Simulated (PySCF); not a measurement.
Li(OH) (HLiO), SMILES [OH][Li]. Geometry: r2SCAN-D4/def2-TZVPD. The isomer is the one that the SMILES or the coordinates give; other isomers of the formula were not compared.

Calculation: r2SCAN-D4/def2-TZVPD in PySCF.

Harmonic wavenumbers (cm⁻¹): 279, 279, 947, 3987. Rotational constants (GHz): 35.64 (linear); symmetry number 1.

Work out the zero-point energy and the ideal-gas rigid-rotor harmonic-oscillator thermochemistry at 298.15 K and 1 atm.

ZPE = ½ Σ hcν = ½ × 5492 cm⁻¹ = 7.85 kcal/mol. H − E(el) = 10.51 kcal/mol. Entropy in cal/(mol K): translation 35.46, rotation 12.24, vibration 3.19, total 50.89. G − E(el) = -4.66 kcal/mol. Cp = 10.82 cal/(mol K).
